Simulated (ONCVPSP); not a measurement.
# Logarithmic derivatives: germanium, ONCV

ONCVPSP 4.0.1 input, shortened (lines: element, Z, core and valence counts, functional; n l f; lmax; l rc ep ncon nbas qcut; lloc lpopt rc5 dvloc0; l nproj debl; icmod fcfact rcfact), PBE, scalar-relativistic:

```
  Ge 32.00    3    4        4      upf
    1    0    2.00
    2    0    2.00
    2    1    6.00
    3    0    2.00
    3    1    6.00
    3    2   10.00
    4    0    2.00
    2
    0    1.10    0.00    4    8   11.00
    1    0.95    0.00    4    8   14.00
    2    1.10    0.00    3    7   14.30
    4    1    0.70    1.00
    0    3    2.30
    1    2    2.00
    2    1    2.80
    1    0.20    0.00
```

In the p channel the program set the typed energies aside and used -4.982, 0.250 Ha.

The phase is arctan(r·R′/R) of the radial function R(r), unwrapped; energies in Ha, scanned from -8 to 5 Ha. A pole is an energy at which the radial function vanishes at the test radius. The pseudo phase is shifted by a multiple of π to meet the all-electron one at the reference energy, and phase errors are pseudo minus all-electron; the curves can meet again beyond the range given. Levels narrower than the energy grid can be missing from the lists of poles.

```json
{"channel": "s", "radius (bohr)": "1.11", "reference energy (Ha)": "-1.07", "poles, all-electron": "-6.25", "poles, pseudo": "-6.25", "unbroken range about the reference energy with phases within 0.05 rad": "the whole range", "phase error 1 Ha above the reference energy (rad)": "+0.000"}
{"channel": "p", "radius (bohr)": "0.96", "reference energy (Ha)": "-4.98", "poles, all-electron": "-3.15", "poles, pseudo": "-3.15", "unbroken range about the reference energy with phases within 0.05 rad": "the whole range", "phase error 1 Ha above the reference energy (rad)": "-0.000"}
{"channel": "d", "radius (bohr)": "1.11", "reference energy (Ha)": "-1.81", "poles, all-electron": "-0.80", "poles, pseudo": "-0.77", "unbroken range about the reference energy with phases within 0.05 rad": "below 1.2", "phase error 1 Ha above the reference energy (rad)": "+0.007"}
```

Phases in the d channel:

```json
{"E (Ha)": "-7.96", "all-electron": "1.246", "pseudo": "1.248"}
{"E (Ha)": "-7.24", "all-electron": "1.219", "pseudo": "1.221"}
{"E (Ha)": "-6.52", "all-electron": "1.183", "pseudo": "1.187"}
{"E (Ha)": "-5.80", "all-electron": "1.135", "pseudo": "1.139"}
{"E (Ha)": "-5.08", "all-electron": "1.063", "pseudo": "1.070"}
{"E (Ha)": "-4.36", "all-electron": "0.945", "pseudo": "0.955"}
{"E (Ha)": "-3.64", "all-electron": "0.709", "pseudo": "0.724"}
{"E (Ha)": "-2.92", "all-electron": "0.114", "pseudo": "0.134"}
{"E (Ha)": "-2.20", "all-electron": "-0.864", "pseudo": "-0.861"}
{"E (Ha)": "-1.48", "all-electron": "-1.361", "pseudo": "-1.359"}
{"E (Ha)": "-0.76", "all-electron": "-1.581", "pseudo": "-1.574"}
{"E (Ha)": "-0.04", "all-electron": "-1.720", "pseudo": "-1.703"}
{"E (Ha)": "0.68", "all-electron": "-1.838", "pseudo": "-1.806"}
{"E (Ha)": "1.40", "all-electron": "-1.968", "pseudo": "-1.909"}
{"E (Ha)": "2.12", "all-electron": "-2.144", "pseudo": "-2.031"}
{"E (Ha)": "2.84", "all-electron": "-2.425", "pseudo": "-2.196"}
{"E (Ha)": "3.56", "all-electron": "-2.896", "pseudo": "-2.446"}
{"E (Ha)": "4.28", "all-electron": "-3.490", "pseudo": "-2.834"}
{"E (Ha)": "5.00", "all-electron": "-3.929", "pseudo": "-3.329"}
```
